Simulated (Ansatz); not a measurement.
Computed with Ansatz.

A structure relaxed at PBE0-D4/def2-TZVP, charge 0, multiplicity 2:

```csv
atom,x (Å),y (Å),z (Å)
C1,-0.064,-0.019,-0.206
Te2,0.472,0.064,1.861
H3,0.150,-1.007,-0.608
H4,-1.112,0.240,-0.330
H5,0.554,0.721,-0.717
```

Q: Give its formula and SMILES.

A: CH3Te, `C[Te]`.

Q: Point group (tolerance 0.08 Å, 0.16 Å for H)?

A: C3v.

Q: Summarise the bond lengths by kind.

A: 1 × C–Te 2.136 Å; 3 × C–H 1.087 to 1.091 Å.
